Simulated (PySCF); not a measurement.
# Shapes and spin states of CoSe₂⁺

All numbers come from PySCF, PBE0, basis Co def2-SVP, Se def2-SVP (no relativity, density fitting).

Relaxations began from a few typed shapes and spin states; open shells are unrestricted. The search is not exhaustive: other isomers or separated fragments can lie lower, and high-lying points may rest on an excited occupation.

Q: Order these stationary points by electronic energy, lowest first, in kJ/mol from the lowest minimum.
A. broken-symmetry Ms = 1 (⟨S²⟩ 3.83) C∞v: Co–Se 2.191 Å, Co–Se 2.378 Å; Se–Co–Se 180.0°
B. singlet (closed shell, unstable to spin polarisation) C2v: Co–Se 2.028 Å (×2); Se–Co–Se 111.9°
C. broken-symmetry Ms = 1 (⟨S²⟩ 2.94) C2v: Co–Se 2.358 Å (×2), Se–Se 2.289 Å; Co–Se–Se 61.0° (×2), Se–Co–Se 58.1°
D. quintet C2v: Co–Se 2.348 Å (×2), Se–Se 2.300 Å; Co–Se–Se 60.7° (×2), Se–Co–Se 58.6°
E. singlet (closed shell, unstable to spin polarisation) D∞h: Co–Se 2.085 Å (×2); Se–Co–Se 180.0°

A: D (0.0), C (14.1), A (173.4), B (364.9), E (500.7).

Q: Which of them are minima?

A: By energy in kJ/mol, 0.0: minimum; 14.1: minimum; 173.4: minimum; 364.9: minimum of the closed-shell surface only; 500.7: saddle point, 2 imaginary modes.

For the lowest minimum: with open d or f shells other occupations or spin states may lie lower.

The electron or spin density has lower symmetry than the nuclear frame for the broken-symmetry Ms = 1 (⟨S²⟩ 2.94) C2v at 14.1 kJ/mol.
